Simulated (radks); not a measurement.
Values are calculated unless marked as measured or tabulated.
Question: These are the eigenvalues of the occupied orbitals of an atom or ion with whole-number occupations (Ry). Level of theory: scalar-relativistic Kohn-Sham, PBE, spin-unpolarised, spherical densities, point nucleus (a radial shooting solver on a logarithmic mesh with Libxc functionals).

1s: -3075.727
2s: -496.6873
2p: -444.6284
3s: -108.9674
3p: -92.48223
3d: -69.34582
4s: -23.45486
4p: -18.05788
4d: -10.33636
5s: -4.82037
5p: -3.45557
4f: -2.18948

Which element is it, and in what charge state? The configuration may be excited.

Answer: Z = 59, praseodymium, charge +3: Pr3+ in [Xe] 4f2. The list shows which subshells hold electrons but not how many an open one holds; the 1s level, -1537.9 hartree, gives Z - s = 55.5 by -(Z - s)^2/2, which with screening and relativity narrows Z to a few neighbours, and the depths of the outer levels then fix element, charge and occupations together.
